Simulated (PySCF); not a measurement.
Isomers of C6H16N3P, from PBE0-D3(BJ)/def2-SVP geometry optimisation, gas phase (PySCF 2.14.0). One conformer each, no zero-point energy, no frequencies.

Question: Which is lower in electronic energy at this level?
A. `[CH3:1][N:2]([CH3:3])[P:4]([NH2:5])[N:6]1[CH2:7][CH2:8][CH2:9][CH2:10]1` with C1–N2–P4–N5 113°, N2–P4–N5–H -93° and 46°, N2–P4–N6–C7 66°, P4–N6–C7–C8 93°, N6–C7–C8–C9 21°, C7–C8–C9–C10 2°, C8–C9–C10–N6 -25°: A = 1919, B = 813.7, C = 708.2 MHz, dipole 1.21 D
B. `[CH3:1][N:2]([CH3:3])[P:4]1[N:5]([CH3:6])[CH2:7][CH2:8][N:9]1[CH3:10]` with C1–N2–P4–N5 39°, N2–P4–N5–C6 94°, P4–N5–C7–C8 30°, N5–C7–C8–N9 -38°, C7–C8–N9–C10 -178°: A = 1390, B = 1125, C = 807.5 MHz, dipole 1.26 D

Answer: A. That is `CN(C)P(N)N1CCCC1`, 5.9 kcal/mol below the other.

```
          SMILES                                                            mapped SMILES      E (Eh)  relative (kcal/mol)  relative (kJ/mol)  dipole (D)
CN(C)P(N)N1CCCC1  [CH3:1][N:2]([CH3:3])[P:4]([NH2:5])[N:6]1[CH2:7][CH2:8][CH2:9][CH2:10]1  -742.91092                  0.0                0.0        1.21
CN(C)P1N(C)CCN1C    [CH3:1][N:2]([CH3:3])[P:4]1[N:5]([CH3:6])[CH2:7][CH2:8][N:9]1[CH3:10]  -742.90147                  5.9               24.8        1.26
```

As drawn, the lower has an N–H bond, which the higher lacks.
